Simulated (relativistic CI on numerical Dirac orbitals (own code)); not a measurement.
## Re18+: sensitivity of the levels to the model

Base calculation: Dirac-Coulomb-Breit CI, orbitals from a KLI potential per configuration, model QED, unscaled Slater integrals.

Configuration list (outside the closed core [Ar] 3d10): 4s2 4p6 4d10 4f11, 4s2 4p6 4d10 4f10 5s, 4s2 4p6 4d10 4f9 5s2, 4s2 4p6 4d10 4f9 5s 5p, 4s2 4p6 4d10 4f10 5p, 4s2 4p6 4d10 4f9 5p2, 4s2 4p6 4d9 4f12, 4s2 4p6 4d10 4f10 5d, 4s2 4p6 4d9 4f10 5s2, 4s2 4p6 4d8 4f13, 4s2 4p6 4d10 4f10 6s, 4s2 4p6 4d10 4f10 6p, 4s2 4p5 4d10 4f12, 4s2 4p6 4d10 4f10 7s, 4s2 4p4 4d10 4f13, 4p6 4d10 4f13, 4s 4p6 4d10 4f11 5s, 4s 4p6 4d9 4f13, 4s 4p6 4d10 4f11 6s. Levels of other configurations are missing.

Variants: (1) valence Slater integrals scaled by 0.9; (2) configuration mixing switched off; (3) only the first 3 configurations. Shifts of the energy above 4s2 4p6 4d10 4f11 4I°_15/2, in cm⁻¹, for the lowest level and the first level of each name with at least 55 % of one term (blank where a level changes its place among those of its configuration and J or its character, or is not in the variant):

```
                       Level     Base     Δ(1)     Δ(2)     Δ(3)
  4s2 4p6 4d10 4f11 4I°_15/2      0.0      0.0      0.0      0.0
  4s2 4p6 4d10 4f11 4I°_13/2  17828.4   +126.5    -32.8    -38.9
   4s2 4p6 4d10 4f11 4F°_7/2  44820.5  -2394.3  +2162.3  +2136.1
   4s2 4p6 4d10 4f11 4F°_5/2  47068.9  -3082.3  +2916.1  +2900.4
  4s2 4p6 4d10 4f11 2K°_15/2  55829.0  -3967.7   +323.3   +298.9
  4s2 4p6 4d10 4f11 4G°_11/2  56886.1  -2964.8  +2124.9  +2094.8
   4s2 4p6 4d10 4f11 4G°_9/2  60922.8  -2875.0  +2149.7  +2113.3
   4s2 4p6 4d10 4f11 2P°_1/2  65790.5  -4083.5  +5759.3  +5755.8
  4s2 4p6 4d10 4f11 2K°_13/2  68664.9  -4394.8   +674.4   +645.6
   4s2 4p6 4d10 4f11 4D°_7/2  81923.9  -6100.5  +4169.2  +4084.6
  4s2 4p6 4d10 4f11 2I°_11/2  82185.7  -6442.6  +2104.7  +2065.7
  4s2 4p6 4d10 4f11 2L°_17/2  85345.9  -6901.5   -619.6   -665.9
4s2 4p6 4d10 4f10 5s 6I_17/2  89399.5  +3313.3   -979.1   -713.3
  4s2 4p6 4d10 4f11 2I°_13/2  90377.2  -5798.1  +1713.4  +1670.2
```

At this charge transitions that keep the count of f electrons are usually good to a few per cent. Terms inside the open d or f shell come out 10 to 20 % too wide with unscaled integrals. Levels that differ in their count of f electrons can be misplaced by several ten thousand cm⁻¹, since the correlation energy of f electrons is missing or only estimated; rates across such gaps can be off by orders of magnitude.

Ionisation energy from one configuration of each of the two ions, the ground ones as tabulated or assumed: base 461.602 eV; valence Slater integrals scaled by 0.9 461.919 eV. The NIST ASD value (theoretical) is 476 ± 24 eV.

LS names give the leading component of a level, which can be under half, so a name can repeat, a term be missing and a line seem to break the LS rules.
